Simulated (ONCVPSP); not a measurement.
# What one change does to a pseudopotential (chlorine (Cl), ONCV)

```
Element                 : chlorine (Cl)
Generator               : ONCVPSP 4.0.1
Type                    : optimised norm-conserving Vanderbilt (ONCV)
Functional              : BLYP
Relativity              : scalar-relativistic
Frozen core             : [He]
Valence charge          : 15
Reference configuration : 2s2 2p6 3s2 3p5
Partial waves           : 2s+3s: rc 0.90 bohr, ncon 4, nbas 7, qcut 15.7 1/bohr, 2 projectors; 2p+3p: rc 0.60 bohr, ncon 4, nbas 8, qcut 29.1 1/bohr, 2 projectors; d scattering state at 0.04 Ha: rc 0.85 bohr, ncon 4, nbas 7, qcut 12.7 1/bohr, 2 projectors, debl 2 Ha
Local potential         : polynomial inside 0.45 bohr (lpopt 5, dvloc0 4 Ha)
Core correction         : Teter function, fcfact 3, rcfact 1.75
```

Change: all radii but the core radius scaled by about 1.07 (s 0.96, p 0.64, d 0.92 bohr); local potential polynomial inside 0.48 bohr (lpopt 5, dvloc0 4 Ha).

Cutoffs: the cutoffs (Ha) at which the residual kinetic energy of the hardest occupied pseudo-wave falls to 1 and 0.1 mHa per electron; they do not see the model core or the augmentation charge, which bear on the density cutoff. Errors are all-electron minus pseudo energies relative to the spin-unpolarised reference configuration.

Q: Predict the effect on cutoff, ghosts and configuration errors.

A: The potential gets softer (273 Ha and 315 Ha → 253 Ha and 291 Ha); the errors of the 4 common tests hardly move; neither file shows a bound ghost. A larger radius leaves more room for a smooth pseudo-wave, so fewer plane waves are needed.

| quantity | base | changed |
| --- | --- | --- |
| cutoff, loose | 273 Ha | 253 Ha |
| cutoff, tight | 315 Ha | 291 Ha |
| loose cutoff by channel | s 56 Ha, p 273 Ha | s 57 Ha, p 253 Ha |
| bound ghosts | none | none |
| GHOST(+) flags under 300 eV | none | none |
| error for 2s2 2p6 3s2 3p4, meV [ΔE 13.73 eV] | +1.4 | +1.3 |
| error for 2s2 2p6 3s2 3p3, meV [ΔE 39.03 eV] | +4.1 | +4.1 |
| error for 2s2 2p6 3s2 3p2, meV [ΔE 77.20 eV] | +9.7 | +9.9 |
| error for 2s1 2p6 3s2 3p5, meV [ΔE 269.29 eV] | -607 | -642 |
| rms error of d²Exc/dni dnj with the model core, mHa | 2.67 | 2.69 |
